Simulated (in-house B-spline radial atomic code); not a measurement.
A run on Tc II (Tc+) (an excited or competing configuration) that did not converge. Method: scalar-relativistic (X2C) wB97X, spin-polarised, spherical fractional occupations, exact exchange averaged over the configuration, Fermi nucleus of rms radius 4.41117 fm; computed with a B-spline radial code for spherical atoms.

Command:
```bash
python run_scf.py task.json out
```
Settings (nuclear radius in fm, mass in u):
```
Z                43
configuration    [Ar] 3d10 4s2 4p5 4d5 5s1 6d1
hamiltonian      x2c
method           wb97x
spin_polarised   True
nucleus          fermi
rms_radius       4.41117
atomic_mass      96.90636
speed_of_light   137.035999084
exact_exchange   averaged over the configuration
```

First and last ten iterations of the last attempt (damped for 15 steps, keeping 80 % of the old Fock matrix, then DIIS):
```
 iter        energy (Eh)    residual
    1       -4275.716963    4.46e-01
    2       -4280.522365    2.49e-01
    3       -4281.857638    1.78e-01
    4       -4282.540598    1.24e-01
    5       -4282.881282    8.91e-02
    6       -4283.048115    6.43e-02
    7       -4283.128573    4.61e-02
    8       -4283.167564    3.28e-02
    9       -4283.186281    2.33e-02
   10       -4283.195381    1.66e-02
  111       -4283.204782    1.75e-05
  112       -4283.204782    7.05e-06
  113       -4283.204782    1.45e-05
  114       -4283.204782    1.41e-05
  115       -4283.204782    2.37e-05
  116       -4283.204782    6.15e-06
  117       -4283.204782    6.44e-06
  118       -4283.204782    6.31e-06
  119       -4283.204782    5.69e-06
  120       -4283.204782    3.13e-05
 not converged after 120 iterations
```

The smallest residual met was 2.9e-06; the threshold is about 4e-07. Over the last five steps the energy moves by less than 2e-08 hartree, but the orbitals didn't meet the threshold. Time taken, with all properties: 28 s on 1 thread of Arm Neoverse V2 (shared host).
